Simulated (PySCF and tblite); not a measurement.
Values are calculated unless marked as measured or tabulated.
C7H11N, numbered as in [C-:1]#[N+:2][CH:3]1[CH2:4][CH2:5][CH2:6][CH2:7][CH2:8]1.

Level: B3LYP-D3(BJ)/def2-SVPD (IEF-PCM, chloroform)//PBE0-D3(BJ)/def2-SVP, thermal terms from GFN2-xTB, symmetry numbers and mirror pairs counted. Conformers within 3 kcal/mol (GFN2-xTB free energy) were kept, 8 at most. Couplings: B3LYP/pcSseg-1 with pcJ-1 on H (gas phase; spin-dipole term only for pairs with B, N, F, Si or P). Couplings are for ¹H. Of two unlike H on one atom, a is the less shielded (WP04/pcSseg-1 (IEF-PCM, chloroform)). Codes: tblite and PySCF.

The 6-ring runs over atoms 3–4–5–6–7–8.

```
conformer                                       shape  weight %
        1                     6-ring chair (N2 axial)      52.4
        2  6-ring chair (all substituents equatorial)      47.6
```

(1) Give the couplings in each conformer and the averages at 298.15 K (pairs that fast motion interchanges averaged).

Answers

(1) 
```csv
coupling,pairs,1,2,average (Hz)
"³J(H3,H4b)",2,3.4,12.5,7.8
"³J(H3,H4a)",2,4.0,4.4,4.2
"⁴J(H3,H5a)",2,-0.9,-0.6,-0.8
"²J(H4b,H4a)",2,-14.9,-14.6,-14.8
"³J(H4b,H5a)",2,4.1,4.2,4.2
"³J(H4b,H5b)",2,3.2,14.7,8.7
"⁴J(H4b,H6a)",2,1.5,0.0,0.8
"⁴J(H4b,H6b)",2,-0.6,-0.5,-0.6
"⁴J(H4b,H8b)",1,2.1,0.0,1.1
"³J(H4a,H5a)",2,14.8,3.5,9.4
"³J(H4a,H5b)",2,4.3,4.0,4.2
"⁴J(H4a,H6a)",2,-0.6,-0.6,-0.6
"⁴J(H4a,H6b)",2,0.0,1.3,0.6
"⁴J(H4a,H8a)",1,0.3,1.9,1.1
"²J(H5a,H5b)",2,-15.5,-15.5,-15.5
"³J(H5a,H6a)",2,4.2,4.2,4.2
"³J(H5a,H6b)",2,14.5,3.2,9.1
"⁴J(H5a,H7b)",2,-0.6,-0.6,-0.6
"⁴J(H5a,H7a)",1,0.0,1.7,0.8
"³J(H5b,H6a)",2,3.3,14.2,8.5
"³J(H5b,H6b)",2,4.2,4.1,4.2
"⁴J(H5b,H7b)",1,1.3,0.0,0.7
"²J(H6a,H6b)",1,-14.9,-15.1,-15.0
```
